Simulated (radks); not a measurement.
Species: Ta2+. Configuration: [Xe] 4f14 5d3. Calculated with a radial shooting solver on a logarithmic mesh with Libxc functionals: Dirac Kohn-Sham, LDA (Slater exchange, Perdew-Wang correlation), spin-unpolarised, spherical densities, point nucleus; open shells fill j = l - 1/2 first. Some entries of the table are withheld. Estimate them.

| orbital | occ. | eigenvalue (hartree) | <1/r> (bohr^-1) |
|---|---|---|---|
| 1s1/2 | 2 | -2470.938 | 85.41 |
| 2s1/2 | 2 | -424.7604 | 20.74 |
| 2p1/2 | 2 | (1) | 20.71 |
| 2p3/2 | 4 | (2) | 17.49 |
| 3s1/2 | 2 | -97.71351 | 7.607 |
| 3p1/2 | 2 | -89.39529 | 7.525 |
| 3p3/2 | 4 | -79.35911 | 6.694 |
| 3d3/2 | 4 | -65.27521 | 6.590 |
| 3d5/2 | 6 | -63.08752 | 6.392 |
| 4s1/2 | 2 | -20.34416 | 3.197 |
| 4p1/2 | 2 | -16.91690 | 3.087 |
| 4p3/2 | 4 | -14.59731 | 2.796 |
| 4d3/2 | 4 | -8.95760 | 2.579 |
| 4d5/2 | 6 | -8.53147 | 2.509 |
| 5s1/2 | 2 | (3) | 1.224 |
| 5p1/2 | 2 | -2.25044 | 1.092 |
| 5p3/2 | 4 | -1.92581 | 0.9891 |
| 4f5/2 | 6 | -1.51615 | (4) |
| 4f7/2 | 8 | -1.44317 | (5) |
| 5d3/2 | 3 | -0.69184 | (6) |
| 5d5/2 | 0 | -0.66622 | (7) |

Answer. 
(1) 2p1/2 eigenvalue (hartree): -406.0711
(2) 2p3/2 eigenvalue (hartree): -359.4393
(3) 5s1/2 eigenvalue (hartree): -3.24598
(4) 4f5/2 <1/r> (bohr^-1): 2.019
(5) 4f7/2 <1/r> (bohr^-1): 1.988
(6) 5d3/2 <1/r> (bohr^-1): 0.6604
(7) 5d5/2 <1/r> (bohr^-1): 0.6390
